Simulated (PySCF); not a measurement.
**Simulated absorption spectrum**

3-pyridinesulfonic acid, C₅H₅NO₃S.
Z-matrix (Å and degrees, PBE0-D3(BJ)/def2-SVP geometry), rows numbered from 1:
```
O 
S   1  1.4434
O   2  1.4514  1  123.01
O   2  1.6227  1  105.77  3  -123.27
C   2  1.7681  1  108.40  3   127.90
C   5  1.3927  2  119.87  1    26.62
C   6  1.3894  5  117.36  2   179.78
C   7  1.3971  6  118.51  5     0.21
N   8  1.3306  7  123.82  6     0.53
C   9  1.3282  8  118.00  7    -0.47
H   4  0.9697  2  107.77  1   149.81
H   6  1.0922  5  120.24  2    -0.98
H   7  1.0915  6  121.04  5   179.81
H   8  1.0959  7  119.95  6  -179.88
H  10  1.0952  5  119.98  2     1.22
```

Method: TDDFT PBE0/def2-SVPD, vertical, gas phase, core orbitals frozen in the response in PySCF 2.14.0, density-fitted response routines.

Each state is given a Gaussian of 0.25 eV full width at half maximum, with ε(max) = 2.175×10⁸ f / Δν̃ (Δν̃ the width in cm⁻¹). The width is an assumption, not a result. The curve ends short of the highest state used, and states not computed would add to its high-energy end.

```
E (eV)  ε (L mol⁻¹ cm⁻¹)
  4.20                 0
  4.28                 4
  4.36                26
  4.44                93
  4.52               189
  4.60               221
  4.68               167
  4.76               140
  4.84               180
  4.91               190
  4.99               125
  5.07                49
  5.15                39
  5.23               252
  5.31              1240
  5.39              3471
  5.47              5506
  5.54              5174
  5.62              2831
  5.70               893
  5.78               336
  5.86              1205
  5.94              4408
  6.02              9252
  6.10             11010
  6.18              7432
  6.25              3341
  6.33               944
  6.41               655
  6.49              1435
```

(1) Locate the maxima and give the states behind the curve.

(2) Coming from long wavelengths, where does ε first pass 100 L mol⁻¹ cm⁻¹?

(3) On this curve, what absorbance would a 10⁻⁴ mol/L sample give at 248 nm over a 1 cm path?

Results:

(1) 271 nm (4.58 eV), ε about 220, made up of S1 (99%); 254 nm (4.89 eV), ε about 190, made up of S2 (98%); 226 nm (5.50 eV), ε about 5700, made up of S3 (100%); 204 nm (6.08 eV), ε about 11000, made up of S4 (100%) (ε in L mol⁻¹ cm⁻¹; maxima over ε = 5, shares over 10%). At its high-energy end, 6.49 eV, the curve is still rising (ε about 1400, from S5 and S6). The states used: S1 4.58 eV (f 0.0021); S2 4.89 eV (f 0.0018); S3 5.50 eV (f 0.052); S4 6.08 eV (f 0.103); S5 6.48 eV (f 0.0037); S6 6.66 eV (f 0.031); S7 6.84 eV (f 0.075); S8 6.97 eV (f 0.0030); S9 7.05 eV (f 0.073); S10 7.09 eV (f 0.271).

(2) At about 279 nm (4.45 eV), 0.13 eV below S1.

(3) 248 nm is 4.999 eV, where ε is about 120 L mol⁻¹ cm⁻¹, so A = ε c l ≈ 0.012 (Beer–Lambert, with the gas-phase spectrum and the assumed width).

The vertical ionisation energy (ΔSCF) is 10.05 eV, 2.96 eV above S10.

One conformer stands for the species.
